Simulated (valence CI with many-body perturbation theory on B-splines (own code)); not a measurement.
**In³³⁺: calculated level list**

Method: configuration interaction combined with many-body perturbation theory (CI+MBPT): six valence electrons over a frozen Dirac-Fock core [Ne], radial functions for each j: 9 s, 9 p, 8 d, 6 f, 3 g, 1 h, with the one-electron correlation potential Σ1 (screened to all orders), the two-electron term Σ2, the three-electron term Σ3, Breit, model QED; selected single and double excitations, second order for the rest, scaled by the run's own slope (own B-spline code, finite nucleus).

The last digits are not significant, and no measured levels were compared; by estimate large intervals hold to a few tenths of a per cent, small ones and those within an open d or f shell to about a per cent. Among the levels kept, up to 1600 cm⁻¹ of a level comes from second order outside the variational space, and about a tenth of that is noise between levels of different J, which matters for small intervals.

Levels 1 to 39 of 39, with energies above the lowest level, (3s^2 3p1/2^2 3p3/2^2) J=2. "Leading %" is the weight of the configuration and term that name the level; weights of strongly mixed levels are sums over their largest components and can fall short. In the jj column 3d3/2^4 stands for four electrons in 3d with j = 3/2.

```csv
No.,Configuration,Term,J,E (eV),Leading %,Leading jj,Second component
1,3s2 3p4,3P,2,0.00,73,3s^2 3p1/2^2 3p3/2^2 (98 %),26 % 3s2 3p4 1D
2,3s2 3p4,1S,0,10.90,55,3s^2 3p1/2^2 3p3/2^2 (97 %),43 % 3s2 3p4 3P
3,3s2 3p4,3P,1,47.06,98,3s^2 3p1/2 3p3/2^3 (98 %),
4,3s2 3p4,1D,2,53.29,72,3s^2 3p1/2 3p3/2^3 (97 %),26 % 3s2 3p4 3P
5,3s2 3p4,3P,0,105.01,55,3s^2 3p3/2^4 (96 %),42 % 3s2 3p4 1S
6,3s 3p5,3P°,2,133.99,29,3s^2 3p1/2^2 3p3/2 3d3/2 (60 %),19 % 3s2 3p3 3d 5D°
7,3s2 3p3 3d,5D°,1,136.37,29,3s^2 3p1/2^2 3p3/2 3d3/2 (78 %),22 % 3s2 3p3 3d 3P°
8,3s 3p5,3P°,2,138.89,32,3s^2 3p1/2^2 3p3/2 3d3/2 (32 %),13 % 3s2 3p3 3d 3F°
9,3s2 3p3 3d,5D°,3,139.62,28,3s^2 3p1/2^2 3p3/2 3d3/2 (80 %),24 % 3s2 3p3 3d 3F°
10,3s2 3p3 3d,3P°,0,139.65,44,3s^2 3p1/2^2 3p3/2 3d3/2 (91 %),44 % 3s2 3p3 3d 5D°
11,3s2 3p3 3d,5D°,4,149.10,42,3s^2 3p1/2^2 3p3/2 3d5/2 (93 %),39 % 3s2 3p3 3d 3F°
12,3s 3p5,3P°,1,157.20,30,3s 3p1/2^2 3p3/2^3 (45 %),23 % 3s2 3p3 3d 5D°
13,3s2 3p3 3d,5D°,2,158.63,32,3s^2 3p1/2^2 3p3/2 3d5/2 (53 %),22 % 3s 3p5 3P°
14,3s2 3p3 3d,3G°,3,162.81,25,3s^2 3p1/2^2 3p3/2 3d5/2 (66 %),20 % 3s2 3p3 3d 3D°
15,3s2 3p3 3d,3D°,1,170.88,62,3s^2 3p1/2^2 3p3/2 3d5/2 (63 %),13 % 3s2 3p3 3d 3P°
16,3s2 3p3 3d,3P°,0,177.72,28,3s^2 3p1/2 3p3/2^2 3d3/2 (76 %),27 % 3s2 3p3 3d 5D°
17,3s2 3p3 3d,3F°,2,178.98,46,3s^2 3p1/2 3p3/2^2 3d3/2 (93 %),31 % 3s2 3p3 3d 3D°
18,3s2 3p3 3d,3D°,1,179.17,45,3s^2 3p1/2 3p3/2^2 3d3/2 (80 %),23 % 3s2 3p3 3d 5D°
19,3s2 3p3 3d,3F°,3,182.80,49,3s^2 3p1/2 3p3/2^2 3d3/2 (85 %),18 % 3s2 3p3 3d 3G°
20,3s 3p5,3P°,0,186.20,40,3s^2 3p1/2 3p3/2^2 3d5/2 (44 %),31 % 3s2 3p3 3d 1S°
21,3s2 3p3 3d,3G°,4,188.89,63,3s^2 3p1/2 3p3/2^2 3d3/2 (81 %),16 % 3s2 3p3 3d 3F°
22,3s2 3p3 3d,3D°,3,189.31,61,3s^2 3p1/2 3p3/2^2 3d5/2 (93 %),22 % 3s2 3p3 3d 5D°
23,3s2 3p3 3d,3D°,1,190.86,27,3s^2 3p1/2 3p3/2^2 3d5/2 (63 %),24 % 3s2 3p3 3d 1P°
24,3s2 3p3 3d,1G°,4,191.74,34,3s^2 3p1/2 3p3/2^2 3d5/2 (82 %),34 % 3s2 3p3 3d 5D°
25,3s2 3p3 3d,3F°,2,195.73,50,3s^2 3p1/2 3p3/2^2 3d3/2 (85 %),29 % 3s2 3p3 3d 1D°
26,3s2 3p3 3d,3F°,4,197.71,62,3s^2 3p1/2 3p3/2^2 3d5/2 (91 %),31 % 3s2 3p3 3d 1G°
27,3s2 3p3 3d,3G°,5,200.05,99,3s^2 3p1/2 3p3/2^2 3d5/2 (99 %),
28,3s2 3p3 3d,3S°,1,206.35,44,3s^2 3p1/2 3p3/2^2 3d3/2 (40 %),13 % 3s 3p5 1P°
29,3s2 3p3 3d,3P°,2,208.10,43,3s^2 3p1/2 3p3/2^2 3d3/2 (59 %),12 % 3s2 3p3 3d 1D°
30,3s2 3p3 3d,3D°,3,208.26,65,3s^2 3p1/2 3p3/2^2 3d3/2 (70 %),13 % 3s2 3p3 3d 3G°
31,3s2 3p3 3d,3D°,2,210.24,55,3s^2 3p1/2 3p3/2^2 3d5/2 (92 %),25 % 3s2 3p3 3d 3P°
32,3s2 3p3 3d,3P°,0,211.74,37,3s^2 3p1/2 3p3/2^2 3d5/2 (48 %),29 % 3s2 3p3 3d 1S°
33,3s2 3p3 3d,3F°,3,214.43,40,3s^2 3p1/2 3p3/2^2 3d5/2 (95 %),29 % 3s2 3p3 3d 3D°
34,3s2 3p3 3d,3P°,1,215.28,44,3s^2 3p1/2 3p3/2^2 3d3/2 (47 %),14 % 3s 3p5 3P°
35,3s2 3p3 3d,3D°,2,216.34,38,3s^2 3p1/2 3p3/2^2 3d5/2 (70 %),18 % 3s2 3p3 3d 3F°
36,3s2 3p3 3d,1F°,3,220.07,48,3s^2 3p1/2 3p3/2^2 3d5/2 (60 %),17 % 3s2 3p3 3d 3F°
37,3s2 3p3 3d,3D°,1,222.15,32,3s^2 3p1/2 3p3/2^2 3d3/2 (68 %),30 % 3s2 3p3 3d 1P°
38,3s2 3p3 3d,1D°,2,227.63,40,3s^2 3p1/2 3p3/2^2 3d5/2 (80 %),24 % 3s2 3p3 3d 3D°
39,3s2 3p3 3d,3S°,1,228.67,29,3s^2 3p1/2 3p3/2^2 3d5/2 (51 %),19 % 3s 3p5 1P°
```

The ionisation energy to 3s2 3p3 2P°_3/2 of the next ion comes out as 2115.2 eV (NIST: 2111 ± 3 eV (semi-empirical)). All 39 levels together are meant to be complete up to 228.85 eV.
